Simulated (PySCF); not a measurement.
B(Cl)(I)(Me) (CH3BClI), SMILES CB(Cl)I.

Coordinates come from a PBE-D3(BJ)/def2-SVP optimisation. The def2 effective core potentials stand for the cores of I; spin–orbit coupling is left out.

Computed with TDA-CAM-B3LYP/def2-SVPD (PySCF).

Vertical excitations. 

Computed UV-visible absorptions:
```json
[
 {"state": "S1", "energy (eV)": "4.78", "λ (nm)": "259", "f": "0.000", "main pairs": "HOMO→LUMO 99 %"},
 {"state": "S2", "energy (eV)": "5.59", "λ (nm)": "222", "f": "0.101", "main pairs": "HOMO−1→LUMO 76 %, HOMO−2→LUMO 17 %"},
 {"state": "S3", "energy (eV)": "5.60", "λ (nm)": "221", "f": "0.023", "main pairs": "HOMO−2→LUMO 81 %, HOMO−1→LUMO 16 %"},
 {"state": "S4", "energy (eV)": "6.24", "λ (nm)": "199", "f": "0.009", "main pairs": "HOMO→LUMO+1 58 %, HOMO→LUMO+2 26 %, HOMO→LUMO+5 9 %"},
 {"state": "S5", "energy (eV)": "6.53", "λ (nm)": "190", "f": "0.006", "main pairs": "HOMO−1→LUMO+1 57 %, HOMO−1→LUMO+2 24 %, HOMO−1→LUMO+5 11 %"},
 {"state": "S6", "energy (eV)": "6.94", "λ (nm)": "179", "f": "0.077", "main pairs": "HOMO→LUMO+2 44 %, HOMO→LUMO+1 35 %, HOMO→LUMO+5 14 %"},
 {"state": "S7", "energy (eV)": "7.23", "λ (nm)": "171", "f": "0.013", "main pairs": "HOMO−4→LUMO 74 %"},
 {"state": "S8", "energy (eV)": "7.34", "λ (nm)": "169", "f": "0.075", "main pairs": "HOMO−1→LUMO+2 36 %, HOMO−1→LUMO+1 27 %, HOMO−4→LUMO 20 %, HOMO−1→LUMO+5 11 %"},
 {"state": "S9", "energy (eV)": "7.67", "λ (nm)": "162", "f": "0.146", "main pairs": "HOMO−3→LUMO 89 %"},
 {"state": "S10", "energy (eV)": "7.88", "λ (nm)": "157", "f": "0.048", "main pairs": "HOMO→LUMO+5 63 %, HOMO→LUMO+2 23 %"},
 {"state": "T1", "energy (eV)": "4.65", "λ (nm)": "266", "f": "0", "main pairs": "HOMO→LUMO 99 %"},
 {"state": "T2", "energy (eV)": "4.78", "λ (nm)": "259", "f": "0", "main pairs": "HOMO−1→LUMO 98 %"},
 {"state": "T3", "energy (eV)": "5.26", "λ (nm)": "236", "f": "0", "main pairs": "HOMO−2→LUMO 96 %"},
 {"state": "T4", "energy (eV)": "5.67", "λ (nm)": "219", "f": "0", "main pairs": "HOMO→LUMO+1 43 %, HOMO→LUMO+2 30 %, HOMO→LUMO+5 18 %"}
]
```
Triplets are in the Tamm–Dancoff approximation.
